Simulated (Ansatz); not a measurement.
**Energy differences in CrCl**

Calculated in Ansatz's Gaussian-basis code. Basis cc-pwCVTZ-DK on Cr, cc-pVTZ-DK on Cl, scalar X2C without spin–orbit coupling, 10 orbitals frozen in the corrections; active space CAS(13,10), shells under the valence barred from it. Restricted Hartree–Fock, then the lowest state-specific CASSCF solution met for each case. Coupled cluster stands on the determinant that it favours, not always the lowest RHF. Single-reference values can break down or jump between states where bonds are stretched. Solutions in different active orbitals can move differences by tenths of an eV and at times more than 1 eV.

Case A, sextet: bond length 2.5231 Å.

Case B, quartet: bond length 2.1940 Å.

Case C, sextet: bond length 2.1940 Å.

Energy less that of case A, in eV:

```
case  RHF/ROHF  CASSCF  CCSD(T)
   B    +3.117  +0.730   +1.000
   C    -0.213  -0.218   -0.317
```

What does SC-NEVPT2 give for these differences?

B: +0.608 eV (14.0 kcal/mol); C: -0.570 eV (-13.1 kcal/mol).

Which case is lowest, and do the methods agree?

C is lowest in SC-NEVPT2. Of the methods shown, RHF/ROHF, CASSCF, CCSD(T) agree.
